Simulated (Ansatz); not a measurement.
System: difluorogermane, sum formula GeH2F2 (charge 0, singlet). 
Structure (B3LYP-D3(BJ)/def2-TZVP (Ansatz, an electronic-structure program) minimum search):
```
Ge
F 1 1.7356
F 1 1.7356 2 105.01
H 1 1.5281 2 107.82 3 -114.78
H 1 1.5281 4 119.62 2 123.55
```
Charge 0, spin multiplicity 1.

Dipole moments at this geometry, in debye (magnitudes).

```
level                program  dipole (D)
-------------------  -------  ----------
PBE/def2-TZVPD        Ansatz        2.57
r2SCAN/def2-TZVPD     Ansatz        2.63
B97M-V/def2-TZVPD     Ansatz        2.56
r2SCAN0/def2-TZVPD    Ansatz        2.76
wB97X-V/def2-TZVPD    Ansatz        2.75
CCSD(T)/aug-cc-pVDZ   Ansatz        2.75
```
